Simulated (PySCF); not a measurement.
benzenedithiol (C6H6S2), singlet, geometry from GFN2-xTB; PySCF with DF-M062X/def2-SV(P).

PySCF was given this input:
```python
from pyscf import gto, scf, dft

mol = gto.Mole()
mol.atom = '''
    S    -3.141169   -0.262647   -0.092957
    C    -1.381954   -0.098927   -0.045531
    C    -0.750859    1.100205   -0.346407
    C     0.627241    1.188264   -0.298051
    C     1.383098    0.077758    0.051492
    S     3.147836    0.139215    0.127717
    C     0.750433   -1.123790    0.352959
    C    -0.624279   -1.211633    0.304722
    H    -3.391638    0.994030   -0.456510
    H    -1.330370    1.970300   -0.619606
    H     1.109087    2.126179   -0.534008
    H     3.261283    1.419147   -0.223067
    H     1.342187   -1.984362    0.624151
    H    -1.119309   -2.141650    0.537780
'''
mol.basis = 'def2-sv(p)'
mol.charge = 0
mol.spin = 0
mol.verbose = 4
mol.build()

mf = dft.RKS(mol)
mf.xc = 'm062x'
mf.DIIS = scf.EDIIS
mf = mf.density_fit(auxbasis='def2-universal-jkfit')
mf.kernel()
mf.analyze()
```

Question: Predict the main parts of the log of this PySCF run.

Answer: 
```
PySCF version 2.14.0

[INPUT] verbose = 4
[INPUT] num. atoms = 14
[INPUT] num. electrons = 74
[INPUT] charge = 0
[INPUT] spin (= nelec alpha-beta = 2S) = 0
[INPUT] symmetry False subgroup None
[INPUT] Mole.unit = angstrom
[INPUT] Symbol           X                Y                Z      unit          X                Y                Z       unit  Magmom
[...]
nuclear repulsion = 458.266513331787
number of shells = 64
number of NR pGTOs = 240
number of NR cGTOs = 132
basis = def2-sv(p)
ecp = {}

******** <class 'pyscf.df.df_jk.DFRKS'> ********
method = DFRKS
initial guess = minao
damping factor = 0
level_shift factor = 0
DIIS = <class 'pyscf.scf.diis.EDIIS'>
diis_start_cycle = 1
diis_space = 8
diis_damp = 0
SCF conv_tol = 1e-09
SCF conv_tol_grad = None
SCF max_cycles = 50
direct_scf = False
XC library pyscf.dft.libxc version 7.1.2
    S. Lehtola, C. Steigemann, M. J. T. Oliveira, and M. A. L. Marques,  SoftwareX 7, 1–5 (2018)
XC functionals = m062x
    Y. Zhao and D. G. Truhlar,  Theor. Chem. Acc. 120, 215 (2008)
    Y. Zhao and D. G. Truhlar,  Theor. Chem. Acc. 120, 215 (2008)
radial grids:
    Treutler-Ahlrichs [JCP 102, 346 (1995); DOI:10.1063/1.469408] (M4) radial grids

becke partition: Becke, JCP 88, 2547 (1988); DOI:10.1063/1.454033
pruning grids: <function nwchem_prune>
grids dens level: 3
symmetrized grids: False
atomic radii adjust function: <function treutler_atomic_radii_adjust>
small_rho_cutoff = 0
Set gradient conv threshold to 3.16228e-05
Initial guess from minao.
tot grids = 181320
******** <class 'pyscf.df.df.DF'> ********
auxbasis = def2-universal-jkfit
init E= -1029.77026437709
[...]
cycle= 1 E= -1028.01719551742  delta_E= 1.75  |g|= 0.313  |ddm|= 4.83
[...]
cycle= 2 E= -1028.04335589154  delta_E= -0.0262  |g|= 0.201  |ddm|= 0.855
[...]
cycle= 3 E= -1028.0528186213  delta_E= -0.00946  |g|= 0.069  |ddm|= 0.372
[...]
cycle= 4 E= -1028.05384448057  delta_E= -0.00103  |g|= 0.0293  |ddm|= 0.0769
[...]
cycle= 5 E= -1028.0538444804  delta_E= 1.69e-10  |g|= 0.0293  |ddm|= 1.99e-08
[...]
cycle= 6 E= -1028.05384448066  delta_E= -2.63e-10  |g|= 0.0293  |ddm|= 3.02e-08
[...]
cycle= 7 E= -1028.05384448047  delta_E= 1.97e-10  |g|= 0.0293  |ddm|= 2.28e-08
[...]
cycle= 8 E= -1028.05384448071  delta_E= -2.47e-10  |g|= 0.0293  |ddm|= 2.87e-08
[...]
cycle= 9 E= -1028.05384447972  delta_E= 9.91e-10  |g|= 0.0293  |ddm|= 1.13e-07
[...]
cycle= 10 E= -1028.05384448052  delta_E= -8e-10  |g|= 0.0293  |ddm|= 9.09e-08
[...]
cycle= 11 E= -1028.0538144753  delta_E= 3e-05  |g|= 0.0328  |ddm|= 0.0801
[...]
cycle= 12 E= -1028.05405077559  delta_E= -0.000236  |g|= 0.0103  |ddm|= 0.0438
[...]
cycle= 13 E= -1028.05405719807  delta_E= -6.42e-06  |g|= 0.00905  |ddm|= 0.00152
[...]
cycle= 14 E= -1028.05405719802  delta_E= 5.62e-11  |g|= 0.00905  |ddm|= 4.73e-08
[...]
cycle= 15 E= -1028.05405719801  delta_E= 1.36e-12  |g|= 0.00905  |ddm|= 2.53e-08
[...]
cycle= 16 E= -1028.05405719814  delta_E= -1.24e-10  |g|= 0.00905  |ddm|= 9.05e-08
[...]
cycle= 17 E= -1028.05405719816  delta_E= -1.71e-11  |g|= 0.00905  |ddm|= 4.01e-09
[...]
cycle= 18 E= -1028.05405719797  delta_E= 1.83e-10  |g|= 0.00905  |ddm|= 4.73e-08
[...]
cycle= 19 E= -1028.05406224806  delta_E= -5.05e-06  |g|= 0.00825  |ddm|= 0.0143
[...]
cycle= 20 E= -1028.05406384622  delta_E= -1.6e-06  |g|= 0.0079  |ddm|= 0.0156
[...]
cycle= 21 E= -1028.05407884434  delta_E= -1.5e-05  |g|= 0.000833  |ddm|= 0.00765
[...]
cycle= 22 E= -1028.05407884437  delta_E= -3.05e-11  |g|= 0.000833  |ddm|= 7.69e-08
[...]
cycle= 23 E= -1028.05407884425  delta_E= 1.19e-10  |g|= 0.000834  |ddm|= 3.02e-07
[...]
cycle= 24 E= -1028.05407884427  delta_E= -1.61e-11  |g|= 0.000833  |ddm|= 7.91e-08
[...]
cycle= 25 E= -1028.05407884431  delta_E= -4.02e-11  |g|= 0.000833  |ddm|= 9.71e-08
[...]
cycle= 26 E= -1028.05407884425  delta_E= 5.78e-11  |g|= 0.000834  |ddm|= 1.59e-07
[...]
cycle= 27 E= -1028.05407618027  delta_E= 2.66e-06  |g|= 0.0032  |ddm|= 0.00461
[...]
cycle= 28 E= -1028.05407687065  delta_E= -6.9e-07  |g|= 0.00298  |ddm|= 0.00521
[...]
cycle= 29 E= -1028.0540787699  delta_E= -1.9e-06  |g|= 0.00101  |ddm|= 0.00327
[...]
cycle= 30 E= -1028.05407879027  delta_E= -2.04e-08  |g|= 0.000966  |ddm|= 6.77e-05
[...]
cycle= 31 E= -1028.05407880375  delta_E= -1.35e-08  |g|= 0.000938  |ddm|= 4.99e-05
[...]
cycle= 32 E= -1028.05407871392  delta_E= 8.98e-08  |g|= 0.00113  |ddm|= 0.000359
[...]
cycle= 33 E= -1028.05407874815  delta_E= -3.42e-08  |g|= 0.00107  |ddm|= 6.72e-05
[...]
cycle= 34 E= -1028.05407877616  delta_E= -2.8e-08  |g|= 0.00101  |ddm|= 6e-05
[...]
cycle= 35 E= -1028.05407879708  delta_E= -2.09e-08  |g|= 0.000971  |ddm|= 5.06e-05
[...]
cycle= 36 E= -1028.05407863986  delta_E= 1.57e-07  |g|= 0.00121  |ddm|= 0.002
[...]
cycle= 37 E= -1028.05407889758  delta_E= -2.58e-07  |g|= 0.000763  |ddm|= 0.00191
[...]
cycle= 38 E= -1028.05407886582  delta_E= 3.18e-08  |g|= 0.00082  |ddm|= 0.000874
[...]
cycle= 39 E= -1028.05407902984  delta_E= -1.64e-07  |g|= 0.000198  |ddm|= 0.000907
[...]
cycle= 40 E= -1028.05407903004  delta_E= -1.95e-10  |g|= 0.000193  |ddm|= 3.54e-05
[...]
cycle= 41 E= -1028.0540790208  delta_E= 9.24e-09  |g|= 0.000264  |ddm|= 0.000111
[...]
cycle= 42 E= -1028.05407903881  delta_E= -1.8e-08  |g|= 6.35e-05  |ddm|= 0.000341
[...]
cycle= 43 E= -1028.05407899276  delta_E= 4.61e-08  |g|= 0.00042  |ddm|= 0.000491
[...]
cycle= 44 E= -1028.05407902305  delta_E= -3.03e-08  |g|= 0.00026  |ddm|= 0.000554
[...]
cycle= 45 E= -1028.0540790193  delta_E= 3.75e-09  |g|= 0.000289  |ddm|= 0.000249
[...]
cycle= 46 E= -1028.0540790355  delta_E= -1.62e-08  |g|= 0.000134  |ddm|= 0.000157
[...]
cycle= 47 E= -1028.05407903542  delta_E= 8.21e-11  |g|= 0.000125  |ddm|= 0.00015
[...]
cycle= 48 E= -1028.05407903085  delta_E= 4.57e-09  |g|= 0.000179  |ddm|= 6.56e-05
[...]
cycle= 49 E= -1028.05407903929  delta_E= -8.44e-09  |g|= 4.77e-05  |ddm|= 0.000192
[...]
cycle= 50 E= -1028.0540790392  delta_E= 9.5e-11  |g|= 5.28e-05  |ddm|= 5.58e-05
SCF not converged.
SCF energy = -1028.0540790392
**** SCF Summaries ****
Total Energy =                       -1028.054079039196722
Nuclear Repulsion Energy =             458.266513331787053
One-electron Energy =                -2321.581166528519134
Two-electron Energy =                  835.260574157535189
Two-electron Coulomb Energy =          921.315715047037884
DFT Exchange-Correlation Energy =      -86.055140889502724
HOMO-LUMO gap [eV] =                     7.290160218535586
**** MO energy ****
[...]
 ** Mulliken pop on meta-lowdin orthogonal AOs  **
 ** Mulliken pop  **
 ** Mulliken atomic charges  **
charge of    0S =     -0.00814
charge of    1C =     -0.06268
charge of    2C =     -0.10886
charge of    3C =     -0.10897
charge of    4C =     -0.06270
charge of    5S =     -0.00815
charge of    6C =     -0.10354
charge of    7C =     -0.10364
charge of    8H =      0.07359
charge of    9H =      0.10146
charge of   10H =      0.10141
charge of   11H =      0.07362
charge of   12H =      0.10832
charge of   13H =      0.10827
Dipole moment(X, Y, Z, Debye): -0.09246,  1.71368, -0.48264
```

The run did not converge; its last values are not results.
